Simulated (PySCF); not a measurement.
GeH₂⁺: one-bond stretch

All numbers come from UPBE0 in PySCF with Ge def2-TZVP, H def2-TZVP; no relativity; density-fitted integrals.

Rigid scan from the doublet minimum (Ge–H 1.552 Å (×2); H–Ge–H 120.9°). Coordinate: the bond from Ge to the last atom (H) scaled, the rest fixed. Energies in kJ/mol from the minimum.

```
scale of one bond  E (kJ/mol)  dipole size (D, about the centre of mass)  ⟨S²⟩
             0.92        14.2                                       0.47  0.75
             0.96         3.2                                       0.47  0.75
             1.00         0.0                                       0.47  0.75
             1.05         4.0                                       0.48  0.75
             1.12        19.7                                       0.51  0.75
             1.20        45.5                                       0.55  0.76
             1.35        97.8                                       0.73  0.78
             1.55       144.8                                          –  0.81
             1.80       167.8                                          –  0.77
             2.20       180.5                                          –  0.75
```

Other isomers or separated fragments may lie lower.
